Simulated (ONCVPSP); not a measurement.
## iridium, ONCV: configuration errors across variants

```
Element                 : Ir
Generator               : ONCVPSP 4.0.1
Type                    : optimised norm-conserving Vanderbilt (ONCV)
Functional              : LDA (Perdew-Wang 92)
Relativity              : scalar-relativistic
Frozen core             : [Kr] 4d10 4f14
Valence charge          : 17
Reference configuration : 5s2 5p6 5d7 6s2
Partial waves           : 5s+6s: rc 1.90 bohr, ncon 4, nbas 7, qcut 7.3 1/bohr, 3 projectors, debl 1.9 Ha; 5p: rc 1.10 bohr, ncon 4, nbas 7, qcut 6.8 1/bohr, 2 projectors, debl 3.5 Ha; 5d: rc 1.65 bohr, ncon 5, nbas 9, qcut 6.3 1/bohr, 2 projectors, debl 2.2 Ha
Local potential         : polynomial inside 1.10 bohr (lpopt 3, dvloc0 0 Ha)
Core correction         : Teter function, fcfact 1.75, rcfact 1.15
```

All-electron excitation energies from the reference (eV): (1) 5s2 5p6 5d7 6s1 10.177; (2) 5s2 5p6 5d7 6s0 28.020; (3) 5s2 5p6 5d6 6s0 58.865; (4) 5s2 5p6 5d8 6s1 -0.283.

1 further variants failed, have other tests or another functional or relativity, and are left out.

Errors AE − PS in meV (a dash: test not solved or not reliable):

| change | (1) | (2) | (3) | (4) | bound ghosts | GHOST(+) flags above zero |
| --- | --- | --- | --- | --- | --- | --- |
| base | -4.9 | -18 | -24 | -7.1 | none | s |
| p: debl 3.55 | -4.9 | -18 | -24 | -7.1 | none | s |
| s: ncon 3, nbas 6 | -4.9 | -18 | -25 | -7.0 | none | s |
| s: qcut 9.8 | -4.1 | -13 | -20 | -5.5 | none | s |
| local potential polynomial inside 1.10 bohr (lpopt 3, dvloc0 8 Ha) | -5.0 | -18 | -24 | -7.2 | none | s |
| d: nproj 3 | -4.9 | -18 | -24 | -7.2 | none | s |
| core correction Teter function, fcfact 1.75, rcfact 1.46 | -5.2 | -19 | -25 | -8.3 | none | s |

(1) Give the same row for: s: qcut 9.1.

Results:

(1) -4.4, -14, -21, -5.9; bound ghosts: none; GHOST(+) flags above zero: s.
